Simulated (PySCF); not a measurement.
Cl2Re, neutral, multiplicity 6. Atoms are numbered in the order given.

```xyz
3

Re     0.0000     0.0000     0.0000
Cl     0.0000     0.0000    -2.3048
Cl     0.0000     0.0000     2.3048
```
Charge 0, spin multiplicity 6.

The structure is a stationary point at B3LYP-D3(BJ)/def2-TZVP. The multiplicity is an assumed one; other spin states were not compared. The def2 effective core potentials stand for the cores of Re; spin–orbit coupling is left out.

Method: ωB97X/def2-TZVPD in PySCF.

Isolated molecule, no solvent.

The total energy is -998.75265 hartree and the point group is D∞h. The α spin, highest occupied and lowest empty level is -9.59 and 0.85 eV, the β spin, highest occupied and lowest empty level comes out as -11.62 and -3.62 eV and the dipole moment comes out as 0.00 D. The mean static polarisability is 68.2 bohr³ (10.11 Å³) and the polarisability, principal values is 54.3, 54.3, 96.1 bohr³. The ⟨S²⟩ is 8.760 (pure state 8.75).
